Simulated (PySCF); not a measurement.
Al₂BH₆N, AlBH₅NO, AlBFH₂O, AlBH₄NSi and others (calculated)

Computed with PySCF 2.14.0. Calculation on a computer-drawn molecule: the log of a Hartree-Fock and frozen-core CCSD(T) single point meant for a local Hartree-Fock minimum, with one planted fault or none, to be diagnosed. Offsets are logged minus clean, where the clean run is the same molecule without the fault. The reference is restricted for singlets and unrestricted otherwise, and also for a bond in bohr or an excited solution. Adding or removing an electron swaps singlet and doublet. The excited solution moves the top pair (singlet) or top alpha electron (doublet) to the lowest empty orbital. Highest occupied and lowest empty are orbital energies over both spins, largest force is the largest gradient component, triples share is (T) over the correlation energy, the T1 limit is 0.02 restricted and 0.045 unrestricted, electrons count all cores, a negative frequency is imaginary (commonest isotopes), and the dipole is about the centre of nuclear charge.

Common to all runs: logged SCF converged yes; possible faults no fault, one electron removed, one electron added, multiplicity raised by two, geometry at a saddle point, SCF held on an excited solution, minimal basis STO-3G, one bond length entered in bohr, all coordinates scaled.

(1) Al₂BH₆N

Logged structure:
```xyz
10
Al2BH6N
B      0.4548     1.2138    -2.8203
Al    -0.2166     0.7135    -0.9192
N      0.9380     0.2841     0.2683
Al    -2.6509     0.6830    -0.1898
H      0.5695     0.4342    -3.6741
H      0.7082     2.3038    -3.1329
H      1.8959     0.2490     0.1445
H      0.7290     0.0363     1.1785
H     -3.0703     0.2992     1.2353
H     -3.8088     1.0431    -1.1289
```

- meant charge: 0
- meant multiplicity: 1
- meant basis: cc-pV(D+d)Z
- logged electrons: 44
- logged basis functions: 104
- logged spin squared: 0
- logged highest occupied: -8.5942 eV
- logged lowest empty: 0.52046 eV
- logged largest force: 0.040488 hartree/bohr
- logged T1 diagnostic: 0.014145
- logged D1 diagnostic: 0.044481
- logged triples share: 0.02377
- logged CC converged: yes
- logged dipole magnitude: 1.713 debye
- logged SCF stable within its kind: yes
- logged energy HF: -566.43693 hartree
- logged energy CCSD(T): -566.88258 hartree
- planted fault: all coordinates scaled, by -3.7 %
- HF energy offset from clean run: 7.412 kcal/mol
- CCSD(T) energy offset from clean run: 9.231 kcal/mol

Drawn bonds:
| atom | other atom | order |
| --- | --- | --- |
| 1 | 2 | 1 |
| 2 | 3 | 1 |
| 2 | 4 | 1 |
| 1 | 5 | 1 |
| 1 | 6 | 1 |
| 3 | 7 | 1 |
| 3 | 8 | 1 |
| 4 | 9 | 1 |
| 4 | 10 | 1 |

(2) AlBH₅NO

Logged structure:
```xyz
9
AlBH5NO
B     -1.1685    -0.9598    -0.0495
Al    -2.2499     0.8735     0.1875
N     -1.4724     2.4624     0.2231
O     -3.9347     0.7605     0.3465
H     -0.9354    -1.4436    -1.1277
H     -0.7530    -1.5954     0.8856
H     -0.4855     2.6190     0.1358
H     -1.9348     3.3459     0.3322
H     -4.5853     1.4315     0.4593
```

* meant charge: 0
* meant multiplicity: 1
* meant basis: cc-pV(D+d)Z
* logged electrons: 38
* logged basis functions: 90
* logged spin squared: 0
* logged highest occupied: -10.442 eV
* logged lowest empty: 1.6356 eV
* logged largest force: 1.644e-05 hartree/bohr
* logged lowest frequency: 96.681 cm⁻¹
* logged T1 diagnostic: 0.01255
* logged D1 diagnostic: 0.042839
* logged triples share: 0.021661
* logged CC converged: yes
* logged dipole magnitude: 2.1918 debye
* logged SCF stable within its kind: yes
* logged energy HF: -398.89449 hartree
* logged energy CCSD(T): -399.44764 hartree
* planted fault: no fault
* HF energy offset from clean run: 0 kcal/mol
* CCSD(T) energy offset from clean run: 0 kcal/mol

Drawn bonds:
| atom | other atom | order |
| --- | --- | --- |
| 1 | 2 | 1 |
| 2 | 3 | 1 |
| 2 | 4 | 1 |
| 1 | 5 | 1 |
| 1 | 6 | 1 |
| 3 | 7 | 1 |
| 3 | 8 | 1 |
| 4 | 9 | 1 |

(3) AlBH₅NO

Structure as in entry 2.

* meant charge: 0
* meant multiplicity: 1
* meant basis: cc-pV(D+d)Z
* logged electrons: 38
* logged basis functions: 90
* logged spin squared: 0
* logged highest occupied: -5.9168 eV
* logged lowest empty: -3.1063 eV
* logged largest force: 0.091389 hartree/bohr
* logged CC converged: no
* logged dipole magnitude: 4.7191 debye
* logged SCF stable within its kind: no
* logged energy HF: -398.54658 hartree
* planted fault: SCF held on an excited solution
* HF energy offset from clean run: 218.3 kcal/mol

Drawn bonds:
| atom | other atom | order |
| --- | --- | --- |
| 1 | 2 | 1 |
| 2 | 3 | 1 |
| 2 | 4 | 1 |
| 1 | 5 | 1 |
| 1 | 6 | 1 |
| 3 | 7 | 1 |
| 3 | 8 | 1 |
| 4 | 9 | 1 |

Notes: CCSD not converged.

(4) AlBFH₂O

Logged structure:
```xyz
6
AlBFH2O
B      1.2333    -2.2070    -0.4532
Al    -0.3637    -1.2021     0.6168
O     -0.5061     0.3919     0.8432
F     -1.4150    -2.4180     1.1583
H      1.2183    -2.4391    -1.6461
H      2.2691    -2.5830     0.0598
```

- meant charge: -1
- meant multiplicity: 1
- meant basis: aug-cc-pV(D+d)Z
- logged electrons: 38
- logged basis functions: 119
- logged spin squared: 2.0254
- logged highest occupied: -0.77671 eV
- logged lowest empty: 3.2613 eV
- logged largest force: 0.11929 hartree/bohr
- logged dipole magnitude: 7.15 debye
- logged SCF stable within its kind: yes
- logged energy HF: -442.12482 hartree
- planted fault: multiplicity raised by two
- HF energy offset from clean run: 33.99 kcal/mol

Drawn bonds:
| atom | other atom | order |
| --- | --- | --- |
| 1 | 2 | 1 |
| 2 | 3 | 1 |
| 2 | 4 | 1 |
| 1 | 5 | 1 |
| 1 | 6 | 1 |

Notes: coupled-cluster numbers left out as unreliable.

(5) AlBH₄NSi

Logged structure:
```xyz
8
AlBH4NSi
B      1.5523     0.1826    -2.2342
Al     0.5545    -1.1873    -0.9429
N     -1.1237    -1.2780    -0.4426
Si    -2.5971    -1.4384     0.0567
H      1.7356    -0.0829    -3.3946
H      2.1486     1.1297    -1.7894
H     -3.6298    -2.2411    -0.6239
H     -3.1425    -0.8099     1.2738
```

- meant charge: 0
- meant multiplicity: 2
- meant basis: cc-pV(D+d)Z
- logged electrons: 43
- logged basis functions: 94
- logged spin squared: 3.8383
- logged highest occupied: -5.9031 eV
- logged lowest empty: -0.39785 eV
- logged largest force: 0.1473 hartree/bohr
- logged T1 diagnostic: 0.033405
- logged D1 diagnostic: 0.13968
- logged triples share: 0.028084
- logged CC converged: yes
- logged dipole magnitude: 0.88525 debye
- logged SCF stable within its kind: yes
- logged energy HF: -612.16209 hartree
- logged energy CCSD(T): -612.56678 hartree
- planted fault: multiplicity raised by two
- HF energy offset from clean run: 61.63 kcal/mol
- CCSD(T) energy offset from clean run: 86.82 kcal/mol

Drawn bonds:
| atom | other atom | order |
| --- | --- | --- |
| 1 | 2 | 1 |
| 2 | 3 | 2 |
| 3 | 4 | 1 |
| 1 | 5 | 1 |
| 1 | 6 | 1 |
| 4 | 7 | 1 |
| 4 | 8 | 1 |

(6) AlBFH₂

Logged structure:
```xyz
5
AlBFH2
B     -2.4605    -0.3918     3.1692
Al    -1.3376    -1.8899     2.0990
F      0.3203    -1.8024     1.9861
H     -2.9435     0.5442     2.5910
H     -2.7681    -0.5586     4.3187
```

- meant charge: 0
- meant multiplicity: 2
- meant basis: cc-pV(D+d)Z
- logged electrons: 28
- logged basis functions: 61
- logged spin squared: 0
- logged highest occupied: -17.959 eV
- logged lowest empty: -6.8827 eV
- logged largest force: 0.043361 hartree/bohr
- logged T1 diagnostic: 0.018685
- logged D1 diagnostic: 0.048544
- logged triples share: 0.020986
- logged CC converged: yes
- logged dipole magnitude: 5.4227 debye
- logged SCF stable within its kind: yes
- logged energy HF: -366.94198 hartree
- logged energy CCSD(T): -367.28585 hartree
- planted fault: one electron removed
- HF energy offset from clean run: 173.6 kcal/mol
- CCSD(T) energy offset from clean run: 174.8 kcal/mol

Drawn bonds:
| atom | other atom | order |
| --- | --- | --- |
| 1 | 2 | 1 |
| 2 | 3 | 1 |
| 1 | 4 | 1 |
| 1 | 5 | 1 |

(7) AlBFH₂

Logged structure:
```xyz
5
AlBFH2
B     -2.3129    -0.3683     2.9791
Al    -1.2573    -1.7765     1.9731
F      0.3010    -1.6942     1.8669
H     -2.7669     0.5115     2.4355
H     -2.6020    -0.5251     4.0596
```

- meant charge: 0
- meant multiplicity: 2
- meant basis: cc-pV(D+d)Z
- logged electrons: 29
- logged basis functions: 61
- logged spin squared: 0.8125
- logged highest occupied: -7.9784 eV
- logged lowest empty: 1.0666 eV
- logged largest force: 0.071094 hartree/bohr
- logged T1 diagnostic: 0.028017
- logged D1 diagnostic: 0.11928
- logged triples share: 0.018819
- logged CC converged: yes
- logged dipole magnitude: 1.2312 debye
- logged SCF stable within its kind: yes
- logged energy HF: -367.20366 hartree
- logged energy CCSD(T): -367.54677 hartree
- planted fault: all coordinates scaled, by -6.0 %
- HF energy offset from clean run: 9.428 kcal/mol
- CCSD(T) energy offset from clean run: 11.05 kcal/mol

Drawn bonds:
| atom | other atom | order |
| --- | --- | --- |
| 1 | 2 | 1 |
| 2 | 3 | 1 |
| 1 | 4 | 1 |
| 1 | 5 | 1 |

(8) CH₆AlBN

Logged structure:
```xyz
10
CH6AlBN
B     -1.1136     0.8196    -0.7275
Al    -1.3847     2.3024     0.7933
N     -1.0619     2.1149     2.5292
C     -0.5665     0.9700     3.2735
H     -0.1035     0.7714    -1.3806
H     -2.8374    -0.4960    -1.4152
H     -1.2330     2.8932     3.1406
H     -0.3842     0.1324     2.5972
H     -1.2817     0.6278     4.0288
H      0.3779     1.1868     3.7836
```

* meant charge: 0
* meant multiplicity: 2
* meant basis: cc-pV(D+d)Z
* logged electrons: 37
* logged basis functions: 95
* logged spin squared: 1.4131
* logged highest occupied: -7.7766 eV
* logged lowest empty: 0.89868 eV
* logged largest force: 0.01779 hartree/bohr
* logged T1 diagnostic: 0.059487
* logged D1 diagnostic: 0.25532
* logged triples share: 0.033309
* logged CC converged: yes
* logged dipole magnitude: 2.215 debye
* logged SCF stable within its kind: yes
* logged energy HF: -362.26407 hartree
* logged energy CCSD(T): -362.77256 hartree
* planted fault: one bond length entered in bohr, row 5 of the drawn bonds
* HF energy offset from clean run: 71.55 kcal/mol
* CCSD(T) energy offset from clean run: 71.88 kcal/mol

Drawn bonds:
| atom | other atom | order |
| --- | --- | --- |
| 1 | 2 | 1 |
| 2 | 3 | 1 |
| 3 | 4 | 1 |
| 1 | 5 | 1 |
| 1 | 6 | 1 |
| 3 | 7 | 1 |
| 4 | 8 | 1 |
| 4 | 9 | 1 |
| 4 | 10 | 1 |

Notes: T1 above single-reference limit.

(9) CH₆AlBN

Logged structure:
```xyz
10
CH6AlBN
B     -1.2239     0.9007    -0.7995
Al    -1.5218     2.5303     0.8718
N     -1.1671     2.3243     2.7796
C     -0.6226     1.0660     3.5975
H     -0.1138     0.8478    -1.5172
H     -2.2263     0.1356    -1.1994
H     -1.3551     3.1797     3.4515
H     -0.4223     0.1456     2.8544
H     -1.4086     0.6899     4.4277
H      0.4154     1.3043     4.1582
```

- meant charge: 0
- meant multiplicity: 2
- meant basis: cc-pV(D+d)Z
- logged electrons: 37
- logged basis functions: 95
- logged spin squared: 0.8015
- logged highest occupied: -7.7791 eV
- logged lowest empty: 1.0011 eV
- logged largest force: 0.056373 hartree/bohr
- logged T1 diagnostic: 0.023347
- logged D1 diagnostic: 0.083166
- logged triples share: 0.032145
- logged CC converged: yes
- logged dipole magnitude: 0.83875 debye
- logged SCF stable within its kind: yes
- logged energy HF: -362.31037 hartree
- logged energy CCSD(T): -362.83751 hartree
- planted fault: all coordinates scaled, by +9.9 %
- HF energy offset from clean run: 42.5 kcal/mol
- CCSD(T) energy offset from clean run: 31.12 kcal/mol

Drawn bonds:
| atom | other atom | order |
| --- | --- | --- |
| 1 | 2 | 1 |
| 2 | 3 | 1 |
| 3 | 4 | 1 |
| 1 | 5 | 1 |
| 1 | 6 | 1 |
| 3 | 7 | 1 |
| 4 | 8 | 1 |
| 4 | 9 | 1 |
| 4 | 10 | 1 |

(10) AlBH₄NSi

Logged structure:
```xyz
8
AlBH4NSi
B     -0.7393     0.2745     2.6431
Al     0.3478    -0.2009     0.8734
N      1.6893    -1.2994     0.6108
Si     2.8843    -2.2530     0.2819
H     -0.4603     1.2457     3.2984
H     -1.7825    -0.2728     2.8939
H      4.3060    -1.8668     0.3432
H      2.7433    -3.6604    -0.1347
```

- meant charge: 0
- meant multiplicity: 2
- meant basis: cc-pV(D+d)Z
- logged electrons: 43
- logged basis functions: 94
- logged spin squared: 0.832
- logged highest occupied: -6.815 eV
- logged lowest empty: 1.2397 eV
- logged largest force: 7.51e-06 hartree/bohr
- logged lowest frequency: 82.063 cm⁻¹
- logged T1 diagnostic: 0.030131
- logged D1 diagnostic: 0.12678
- logged triples share: 0.035088
- logged CC converged: yes
- logged dipole magnitude: 3.4848 debye
- logged SCF stable within its kind: yes
- logged energy HF: -612.2603 hartree
- logged energy CCSD(T): -612.70514 hartree
- planted fault: no fault
- HF energy offset from clean run: 0 kcal/mol
- CCSD(T) energy offset from clean run: 0 kcal/mol

Drawn bonds:
| atom | other atom | order |
| --- | --- | --- |
| 1 | 2 | 1 |
| 2 | 3 | 1 |
| 3 | 4 | 2 |
| 1 | 5 | 1 |
| 1 | 6 | 1 |
| 4 | 7 | 1 |
| 4 | 8 | 1 |
